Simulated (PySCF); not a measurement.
C₂H, charge -1, singlet, at a GFN2-xTB geometry; CAMB3LYP/cc-pVDZ (PySCF).

The PySCF input:
```python
from pyscf import gto, scf, dft

mol = gto.M(
    atom='''
C    -0.000000   -0.000000   -0.479965
C     0.000000    0.000000    0.746059
H    -0.000000   -0.000000   -1.596566
''',
    basis='cc-pvdz',
    charge=-1,
    spin=0,
    verbose=4,
)

mf = dft.RKS(mol)
mf.xc = 'camb3lyp'
mf.conv_tol = 1e-7
mf.kernel()
mf.analyze()
```

It wrote (shortened):

```
PySCF version 2.14.0

[INPUT] verbose = 4
[INPUT] num. atoms = 3
[INPUT] num. electrons = 14
[INPUT] charge = -1
[INPUT] spin (= nelec alpha-beta = 2S) = 0
[INPUT] symmetry False subgroup None
[INPUT] Mole.unit = angstrom
[INPUT] Symbol           X                Y                Z      unit          X                Y                Z       unit  Magmom
[...]
nuclear repulsion = 19.7371931732209
number of shells = 13
number of NR pGTOs = 59
number of NR cGTOs = 33
basis = cc-pvdz
ecp = {}

******** <class 'pyscf.dft.rks.RKS'> ********
method = RKS
initial guess = minao
damping factor = 0
level_shift factor = 0
DIIS = <class 'pyscf.scf.diis.CDIIS'>
diis_start_cycle = 1
diis_space = 8
diis_damp = 0
SCF conv_tol = 1e-07
SCF conv_tol_grad = None
SCF max_cycles = 50
direct_scf = True
direct_scf_tol = 1e-13
XC library pyscf.dft.libxc version 7.1.2
    S. Lehtola, C. Steigemann, M. J. T. Oliveira, and M. A. L. Marques,  SoftwareX 7, 1–5 (2018)
XC functionals = camb3lyp
    T. Yanai, D. P. Tew, and N. C. Handy,  Chem. Phys. Lett. 393, 51 (2004)
radial grids:
    Treutler-Ahlrichs [JCP 102, 346 (1995); DOI:10.1063/1.469408] (M4) radial grids

becke partition: Becke, JCP 88, 2547 (1988); DOI:10.1063/1.454033
pruning grids: <function nwchem_prune>
grids dens level: 3
symmetrized grids: False
atomic radii adjust function: <function treutler_atomic_radii_adjust>
small_rho_cutoff = 0
Set gradient conv threshold to 0.000316228
Initial guess from minao.
tot grids = 38048
init E= -76.6522638761641
[...]
cycle= 1 E= -76.57902591086  delta_E= 0.0732  |g|= 0.459  |ddm|= 1.84
[...]
cycle= 2 E= -76.5893522467342  delta_E= -0.0103  |g|= 0.453  |ddm|= 1.74
[...]
cycle= 3 E= -76.6485343213047  delta_E= -0.0592  |g|= 0.108  |ddm|= 0.741
[...]
cycle= 4 E= -76.6515449161234  delta_E= -0.00301  |g|= 0.0213  |ddm|= 0.0912
[...]
cycle= 5 E= -76.6516743684749  delta_E= -0.000129  |g|= 0.0024  |ddm|= 0.0399
[...]
cycle= 6 E= -76.6516770291656  delta_E= -2.66e-06  |g|= 0.000471  |ddm|= 0.00711
[...]
cycle= 7 E= -76.6516771756224  delta_E= -1.46e-07  |g|= 3.66e-05  |ddm|= 0.00242
[...]
cycle= 8 E= -76.6516771765595  delta_E= -9.37e-10  |g|= 2.96e-06  |ddm|= 0.000241
[...]
Extra cycle  E= -76.6516771765676  delta_E= -8.1e-12  |g|= 1.01e-06  |ddm|= 2.48e-05
converged SCF energy = -76.6516771765676
**** SCF Summaries ****
Total Energy =                         -76.651677176567574
Nuclear Repulsion Energy =              19.737193173220938
One-electron Energy =                 -145.467766902370585
Two-electron Energy =                   49.078896552582080
Two-electron Coulomb Energy =           60.376327620605615
DFT Exchange-Correlation Energy =      -11.297431068023538
HOMO-LUMO gap [eV] =                    10.193526293223499
**** MO energy ****
[...]
 ** Mulliken pop on meta-lowdin orthogonal AOs  **
 ** Mulliken pop  **
[...]
 ** Mulliken atomic charges  **
charge of    0C =     -0.48968
charge of    1C =     -0.56256
charge of    2H =      0.05224

WARN: System has nonzero charge -1; the dipole moment is origin-dependent.
Location of origin: [0. 0. 0.]

Dipole moment(X, Y, Z, Debye):  0.00000,  0.00000, -3.02254
```
